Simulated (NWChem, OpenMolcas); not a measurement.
## How methods differ on C3H10Si (SMILES C[SiH](C)C)

The species is C3H10Si (14 atoms), meant as a singlet with charge 0. SMILES: `C[SiH](C)C`. The shape is that of a PBE0-D4/def2-TZVP optimisation.

```tsv
atom	x (Å)	y (Å)	z (Å)
C	-0.9568	1.0826	-1.0384
Si	-0.3388	-0.0146	0.3489
C	1.2394	0.6841	1.0778
C	-0.0513	-1.7567	-0.2776
H	-1.8881	0.6972	-1.4609
H	-1.1459	2.0987	-0.6831
H	-0.2216	1.1413	-1.8459
H	-1.3795	-0.0593	1.4204
H	2.0290	0.7335	0.3228
H	1.6018	0.0635	1.9012
H	1.0818	1.6941	1.4643
H	-0.9688	-2.1840	-0.6898
H	0.7069	-1.7673	-1.0657
H	0.2919	-2.4131	0.5260
```

Each level gives the energy change with the C1–Si2 bond stretched from 1.874 to 2.155 Å (eV). The values are calculated.

```tsv
level	kind	program	value (eV)	less CCSD(T)/cc-pVDZ	CPU time (all runs)
HF/cc-pVDZ (unrestricted)	Hartree–Fock	OpenMolcas	0.45	+0.05	35 s
M06-L/cc-pVDZ (restricted)	meta-GGA	NWChem	0.45	+0.05	2.8 min
TPSS/cc-pVDZ (restricted)	meta-GGA	NWChem	0.36	-0.04	80 s
r2SCAN/cc-pVDZ (restricted)	meta-GGA	NWChem	0.43	+0.03	85 s
wB97X/cc-pVDZ (restricted)	range-separated hybrid	NWChem	0.46	+0.06	5.6 min
B2PLYP/cc-pVDZ (restricted)	double hybrid	OpenMolcas	0.42	+0.02	2.1 min
MP2/cc-pVDZ (restricted)	perturbation theory	OpenMolcas	0.43	+0.03	28 s
CCSD(T)/cc-pVDZ (Cholesky decomposition) (restricted)	coupled cluster or CI	OpenMolcas	0.40	0.00	25 min
```

Differences are taken from CCSD(T)/cc-pVDZ (Cholesky decomposition) (restricted) for orientation; it has basis-set and higher-order errors of its own. The first shape isn't each level's own minimum. The values span 0.36 to 0.46 eV. Times are those of the runs behind each value, whatever else they computed, on shared processors of several kinds: orders of magnitude only.
